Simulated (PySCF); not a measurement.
**Removing an electron from `CC(C)(C)CC(=O)O[SiH3]`**

C₆H₁₄O₂Si.
Cartesian coordinates in Å at the PBE0-D3(BJ)/def2-SVP level; atoms count from 1:
```
atom  x, y, z in Å
C1    -0.462    0.444    0.547
C2    -0.754   -0.839   -0.235
C3    -2.064   -0.675   -1.009
C4    -0.876   -2.018    0.731
C5     0.367   -1.103   -1.271
C6     1.738   -1.143   -0.663
O7     2.203   -2.076   -0.051
O8     2.432   -0.008   -0.821
Si9    3.968    0.043   -0.045
H10   -1.296    0.676    1.228
H11    0.447    0.348    1.161
H12   -0.323    1.304   -0.127
H13   -2.289   -1.574   -1.604
H14   -2.018    0.185   -1.696
H15   -2.905   -0.510   -0.317
H16    0.063   -2.196    1.274
H17   -1.672   -1.827    1.468
H18   -1.129   -2.945    0.194
H19    0.345   -0.317   -2.040
H20    0.186   -2.075   -1.754
H21    4.451    1.411   -0.374
H22    4.883   -0.980   -0.612
H23    3.803   -0.106    1.425
```

Level: CAM-B3LYP/def2-SVPD (PySCF). Frontier orbitals with their largest atomic shares (Löwdin; up to four atoms above 4 %):

| orbital | ε (eV) | main atoms |
| --- | --- | --- |
| HOMO−3 | -10.78 | C1 19 %, C2 19 %, C5 8 %, C4 7 % |
| HOMO−2 | -10.73 | C2 20 %, C4 18 %, C5 13 %, C1 7 % |
| HOMO−1 | -10.59 | O8 28 %, O7 28 %, Si9 9 %, C6 7 % |
| HOMO | -9.60 | ? |
| LUMO | 0.88 | Si9 15 %, C6 14 %, O7 10 %, O8 10 % |
| LUMO+1 | 0.98 | C6 24 %, O7 17 %, Si9 16 %, O8 12 % |
| LUMO+2 | 1.24 | Si9 48 %, H22 11 %, H21 10 %, H23 10 % |

Question: What vertical ionisation energy does ΔSCF give, and how far is −ε(HOMO) from it?

Answer: ΔSCF: 10.28 eV (992 kJ/mol; threshold wavelength 121 nm); ⟨S²⟩ of the doublet left behind is 0.756, against 0.75 for a pure doublet. −ε(HOMO) is 9.60 eV, 0.68 eV below it. In exact Kohn–Sham theory the two would be equal; CAM-B3LYP (range-separated hybrid) falls short of its own ΔSCF value by 7 %.

Question: On which atoms does the HOMO lie?

Answer: O7 (carbonyl oxygen) 59 %, O8 (oxygen singly bound to a carbonyl carbon) 9 %, C5 (sp3 carbon next to a carbonyl) 9 %, C6 (carbonyl carbon) 8 %, so more than half of it is on one atom. The HOMO−1 lies 0.99 eV lower.

Question: With α = 104.6 au, estimate the like-pair dispersion coefficient by London's formula C6 = (3/4)α²I.

Answer: I = 0.3779 Eh, so C6 ≈ 3100 au, a rough estimate.

Question: What kinetic energy would electrons from this vertical process carry with 118.2 nm light (10.49 eV)?

Answer: 10.49 − 10.28 = 0.21 eV.

Geometry: PBE0-D3(BJ)/def2-SVP, one conformer, isolated molecule.
